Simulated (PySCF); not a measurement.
# A ladder of Hamiltonians for La⁴³⁺ (lanthanum, charge +43)

Occupied: 1s1/2, 2s1/2, 2p1/2, 2p3/2, 3s1/2, 3p1/2. Hartree-Fock calculated with PySCF 2.14 in an uncontracted even-tempered set (20 s from 4.3 bohr⁻², ratio 2.3; 16 p from 5.2 bohr⁻², ratio 2.3), Gaussian nucleus throughout. NR is non-relativistic, sf-X2C the spin-free one-electron X2C Hamiltonian, X2C adds the bare one-electron spin-orbit term, X2C-SNSO screens it by Boettger's factors, DC is four-component Dirac-Coulomb, and the Gaunt and Breit terms are added at first order (total energies over the DC spinors, levels after relaxing the spinors in that mean field). QED terms are absent. Levels marked empty are virtual spinors of this ion; the basis has s and p functions only, so 3d, which can lie below the n = 4 levels, is absent.

```tsv
Hamiltonian	E (hartree)	E − E(DC) (hartree)	CPU seconds
X2C	-6785.5888	1.7911	0.45
X2C-SNSO	-6785.1536	2.2263	0.45
DC	-6787.3799	0.0000	20
DC+Gaunt	-6780.7763	6.6036	33
DC+Breit	-6781.3774	6.0025	95
```

```csv
level (eV),X2C,X2C-SNSO,DC,DC+Gaunt,DC+Breit
1s1/2,-41882.8,-41883.4,-41919.5,-41815.1,-41822.2
2s1/2,-8955.2,-8955.4,-8960.0,-8949.4,-8950.1
2p1/2,-8629.0,-8617.2,-8619.2,-8601.0,-8602.9
2p3/2,-8172.9,-8177.7,-8181.1,-8168.5,-8170.4
3s1/2,-3532.2,-3532.3,-3533.4,-3530.8,-3531.1
3p1/2,-3421.9,-3419.0,-3419.5,-3414.9,-3415.6
3p3/2 (empty),-3221.9,-3223.1,-3223.8,-3220.8,-3221.4
4s1/2 (empty),-1823.2,-1823.2,-1823.6,-1822.6,-1822.7
```

```json
{"interval (eV)": "2p3/2 − 2p1/2", "X2C": "456.0", "X2C-SNSO": "439.5", "DC": "438.2", "DC+Gaunt": "432.4", "DC+Breit": "432.5"}
```

Weight of the small component: 1s1/2 0.0445, 2s1/2 0.00995, 2p1/2 0.00989, 2p3/2 0.00933, 3s1/2 0.00373, 3p1/2 0.00367, 3p3/2 0.00350, 4s1/2 0.00184.

Koopmans' value for the highest occupied level at DC+Breit: 3415.6 eV, against an ionisation energy of 3416 ± 4 eV (theoretical estimate listed by NIST; NIST Atomic Spectra Database, ionization energies); the former lacks relaxation, correlation, QED and recoil.

The whole ladder took 150 s of wall time on 1 thread of Neoverse-V1 (shared host), launched as `OMP_NUM_THREADS=1 python relrun2.py TASK.json OUT` (a driver that calls PySCF for each Hamiltonian).

Dirac-Coulomb iterations, started from the X2C spinors:

```
with_ssss True, with_gaunt False, with_breit False
light speed = 137.03599967994
init E= -6761.76881886512
cycle= 1 E= -6787.37917955562  delta_E= -25.6  |g|= 1.51  |ddm|= 0.113
cycle= 2 E= -6787.37987429483  delta_E= -0.000695  |g|= 0.0223  |ddm|= 0.00957
cycle= 3 E= -6787.37987540844  delta_E= -1.11e-06  |g|= 0.000894  |ddm|= 0.000573
cycle= 4 E= -6787.37987541034  delta_E= -1.9e-09  |g|= 4.26e-06  |ddm|= 1.91e-05
```
